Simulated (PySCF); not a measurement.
Computed IR spectrum (relative IR intensity) of a molecule C₅H₈S. The structure is a stationary point at PBE-D3(BJ)/def2-SVP. One conformer was computed; it need not be the lowest. Level of theory: PBE-D3(BJ)/def2-SVP (PySCF). Frequencies are harmonic and unscaled.

ν (cm⁻¹): 52 (vw), 84 (w), 204 (m), 219 (vw), 281 (w), 701 (w), 762 (vw), 934 (w), 940 (w), 992 (w), 994 (w), 1151 (m), 1224 (m), 1282 (vw), 1344 (w), 1385 (m), 1393 (m), 1405 (m), 2301 (w), 2940 (s), 2957 (vs), 2988 (m), 3040 (w), 3049 (m), 3086 (w) (against the strongest line: vs over 80 %, s over 45 %, m over 15 %, w over 4 %, vw less)

### Question
Identify the compound among the candidates.
(A) CC=C=CSC
(B) CC#CCSC
(C) C#CC[C@@H](C)S
(D) C#C[C@H](S)CC

### Answer
B, CC#CCSC
